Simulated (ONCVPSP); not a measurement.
**Varying the ONCV potential for aluminium**

Base potential:

| Item | Value |
| --- | --- |
| Element | Al |
| Generator | ONCVPSP 4.0.1 |
| Type | optimised norm-conserving Vanderbilt (ONCV) |
| Functional | LDA (Perdew-Wang 92) |
| Relativity | non-relativistic |
| Frozen core | [Ne] |
| Valence charge | 3 |
| Reference configuration | 3s1.75 3p1.25 |
| Partial waves | 3s: rc 1.95 bohr, ncon 4, nbas 7, qcut 3.1 1/bohr, 2 projectors, debl 1.4 Ha; 3p: rc 1.95 bohr, ncon 5, nbas 8, qcut 3.9 1/bohr, 3 projectors, debl 0.9 Ha |
| Local potential | polynomial inside 1.45 bohr (lpopt 5, dvloc0 0 Ha) |
| Core correction | Teter function, fcfact 2.75, rcfact 1.5 |

Cutoffs, loose and tight: the cutoffs (Ha) at which the residual kinetic energy of the hardest occupied pseudo-wave falls to 1 and 0.1 mHa per electron. They do not see the model core or the augmentation charge, which bear on the density cutoff. Test errors are all-electron minus pseudo excitation energies from the reference, over the configurations 3s2 3p1; 3s2 3p0; 3s1 3p0; 3s1 3p1. A dash means not determined; rows that change the core or the reference have their own tests.

For the base: The cutoffs count occupied waves only; projector 2 of the p channel, the hardest unoccupied one, needs 52 Ha at the loose tolerance.

A true bound ghost makes a file unfit for plane-wave use even where its test errors are small: the radial tests pick states by their node count and pass the ghost by.

| change | outcome | cutoff, loose | cutoff, tight | bound ghosts | GHOST(+) flags above zero | largest test error (meV) |
| --- | --- | --- | --- | --- | --- | --- |
| base | generated | 6.1 Ha | 33 Ha | p | s, p | -4.2 |
| core correction Teter function, fcfact 2.75, rcfact 1.96 | generated | 6.1 Ha | 33 Ha | p | s, p | -162 |
| scalar-relativistic | generated | 6.1 Ha | 33 Ha | p | s, p | -4.9 |
| local potential polynomial inside 1.45 bohr (lpopt 5, dvloc0 2 Ha) | generated | 6.1 Ha | 33 Ha | p | p | -4.2 |
| s: qcut 4.5 | generated | 6.4 Ha | 33 Ha | p | s, p | -3.1 |

Task: What comes out with this change to the base: s: ncon 5, nbas 8?

Result: outcome: generated; cutoff, loose: 6.0 Ha; cutoff, tight: 33 Ha; bound ghosts: p; GHOST(+) flags above zero: s, p; largest test error (meV): -3.8.
